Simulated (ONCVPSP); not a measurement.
## Building the ONCV potential for terbium (Tb) (LDA (Perdew-Wang 92), scalar-relativistic).

- Element: terbium
- Generator: ONCVPSP 4.0.1
- Type: optimised norm-conserving Vanderbilt (ONCV)
- Functional: LDA (Perdew-Wang 92)
- Relativity: scalar-relativistic
- Frozen core: [Kr] 4d10 4f8
- Valence charge: 11
- Reference configuration: 5s2 5p6 5d1 6s2
- Partial waves: 5s+6s: rc 2.30 bohr, ncon 4, nbas 9, qcut 4.4 1/bohr, 2 projectors; 5p: rc 1.75 bohr, ncon 5, nbas 9, qcut 4.4 1/bohr, 2 projectors, debl 0.75 Ha; 5d: rc 2.65 bohr, ncon 3, nbas 7, qcut 6.1 1/bohr, 2 projectors, debl 1.9 Ha
- Local potential: polynomial inside 1.35 bohr (lpopt 2, dvloc0 2 Ha)
- Core correction: none

In the p channel the program set the typed energies aside and used -1.029, 0.250 Ha.

Poles of the logarithmic derivatives, all-electron (AE) and pseudo (PS). s: poles at -1.8, 2.9 (AE) and -1.8, 2.8 (PS) Ha. p: poles at 0.3 (AE) and 0.3 (PS) Ha. d: poles at 0.4, 3.7 (AE) and 0.4, 3.7 (PS) Ha. Test radii: s 2.33, p 1.77, d 2.69 bohr.

- Cutoffs needed: 66 Ha and 84 Ha (the cutoffs (Ha) at which the residual kinetic energy of the hardest occupied pseudo-wave falls to 1 and 0.1 mHa per electron)
- Ghost test: no bound ghost flagged; no localised positive-energy state flagged
- Configuration tests: 2 of 4 tests not solved or not reliable; not counted: 5s2 5p6 5d0 6s2 6p1 (all-electron energy unsafe for a near-neutral lanthanide with less than one 5d electron, printed error -8.2 meV)
